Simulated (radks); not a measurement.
Task: Neutral ytterbium, [Xe] 4f14 6s2. All-electron calculation, non-relativistic Kohn-Sham, PBE, spin-polarised, spherical densities, point nucleus. Program: a radial shooting solver on a logarithmic mesh with Libxc functionals. Every spin shell is full or empty, so the densities are truly spherical. Functionals are evaluated on that one density, not self-consistently. Rank these exchange functionals by their error against the exact value of the orbitals, and give that value: LDA, PBE, revPBE, OPTX, G96, revTPSS, SCAN, MS2.

Result: Exact: -275.800 hartree. From best to worst, with 100 (|E| - |E exact|)/|E exact| (equal figures are ties): revPBE +0.02, PBE -0.07, SCAN +0.29, MS2 -0.40, revTPSS -0.65, G96 +0.73, OPTX +2.00, LDA -3.79.
